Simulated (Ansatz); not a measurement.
Te₁₄Mo₃⁺. Charge 1, multiplicity 2. Geometry PBE-D4/def2-SVP; atoms count from 1.

```xyz
17

Mo   -0.702   -0.778   -1.191
Mo    1.369    0.749   -0.289
Mo   -0.702    0.031    1.559
Te   -1.138    1.801   -0.436
Te    1.054   -1.797    0.623
Te   -0.520    0.507   -3.751
Te    1.092   -2.139   -2.971
Te   -3.445   -0.885   -1.394
Te   -2.090   -3.114   -0.739
Te    1.982    3.118    0.972
Te    3.341    0.891    1.628
Te    1.535    2.023   -2.857
Te    3.147   -0.625   -2.076
Te   -0.329    2.326    3.091
Te    1.020    0.109    3.743
Te   -3.482    0.001    1.719
Te   -2.131   -2.215    2.369
```

In the def2 sets Mo, Te take a core potential; there is no spin–orbit coupling. Single mean-field runs in def2-SVP are fitted with def2-universal-jkfit. The relaxed charge 1 doublet is spin-contaminated (final ⟨S²⟩ up to 0.85, 0.75 for a pure state). No other spin state of charge 1 was run.

Q: Estimate the Mulliken populations from the PBE0/def2-SVP orbitals of Ansatz.

A: 
```json
{"atom": "Mo1", "charge (e)": "-0.41", "spin (α − β)": "0.44", "d electrons": "5.35"}
{"atom": "Mo2", "charge (e)": "-0.41", "spin (α − β)": "0.43", "d electrons": "5.35"}
{"atom": "Mo3", "charge (e)": "-0.35", "spin (α − β)": "0.38", "d electrons": "5.38"}
{"atom": "Te4", "charge (e)": "0.12", "spin (α − β)": "-0.04", "d electrons": "–"}
{"atom": "Te5", "charge (e)": "0.12", "spin (α − β)": "-0.04", "d electrons": "–"}
{"atom": "Te6", "charge (e)": "0.13", "spin (α − β)": "0.00", "d electrons": "–"}
{"atom": "Te7", "charge (e)": "0.13", "spin (α − β)": "0.00", "d electrons": "–"}
{"atom": "Te8", "charge (e)": "0.18", "spin (α − β)": "-0.02", "d electrons": "–"}
{"atom": "Te9", "charge (e)": "0.18", "spin (α − β)": "-0.02", "d electrons": "–"}
{"atom": "Te10", "charge (e)": "0.18", "spin (α − β)": "-0.02", "d electrons": "–"}
{"atom": "Te11", "charge (e)": "0.18", "spin (α − β)": "-0.02", "d electrons": "–"}
{"atom": "Te12", "charge (e)": "0.13", "spin (α − β)": "0.00", "d electrons": "–"}
{"atom": "Te13", "charge (e)": "0.13", "spin (α − β)": "0.00", "d electrons": "–"}
{"atom": "Te14", "charge (e)": "0.17", "spin (α − β)": "-0.02", "d electrons": "–"}
{"atom": "Te15", "charge (e)": "0.17", "spin (α − β)": "-0.03", "d electrons": "–"}
{"atom": "Te16", "charge (e)": "0.17", "spin (α − β)": "-0.02", "d electrons": "–"}
{"atom": "Te17", "charge (e)": "0.17", "spin (α − β)": "-0.03", "d electrons": "–"}
```
Mulliken values and Mayer orders depend strongly on the basis.

Q: Where does the spin sit?

A: Summed by element: Mo 1.26, Te -0.26, of 1 unpaired in all. Largest on single atoms: Mo1 0.44, Mo2 0.43, Mo3 0.38.

Q: And the Mayer bond orders between bonded heavy atoms (over 0.3)?

A: Mo1–Mo2 0.84 (2.73 Å); Mo1–Mo3 0.64 (2.87 Å); Mo1–Te4 0.79 (2.72 Å); Mo1–Te5 0.79 (2.72 Å); Mo1–Te6 0.74 (2.87 Å); Mo1–Te7 0.74 (2.87 Å); Mo1–Te8 0.86 (2.75 Å); Mo1–Te9 0.86 (2.75 Å); Mo2–Mo3 0.63 (2.87 Å); Mo2–Te4 0.79 (2.72 Å); Mo2–Te5 0.79 (2.72 Å); Mo2–Te10 0.86 (2.75 Å); Mo2–Te11 0.86 (2.75 Å); Mo2–Te12 0.74 (2.87 Å); Mo2–Te13 0.74 (2.87 Å); Mo3–Te4 0.81 (2.70 Å); Mo3–Te5 0.81 (2.70 Å); Mo3–Te14 0.82 (2.78 Å); Mo3–Te15 0.83 (2.78 Å); Mo3–Te16 0.82 (2.78 Å); Mo3–Te17 0.83 (2.78 Å); Te6–Te7 0.31 (3.20 Å); Te6–Te12 1.24 (2.71 Å); Te7–Te13 1.24 (2.71 Å); Te8–Te9 1.17 (2.69 Å); Te8–Te16 0.40 (3.24 Å); Te9–Te17 0.40 (3.24 Å); Te10–Te11 1.16 (2.69 Å); Te10–Te14 0.40 (3.23 Å); Te11–Te15 0.40 (3.24 Å); Te12–Te13 0.31 (3.20 Å); Te14–Te15 1.20 (2.68 Å); Te16–Te17 1.20 (2.68 Å).
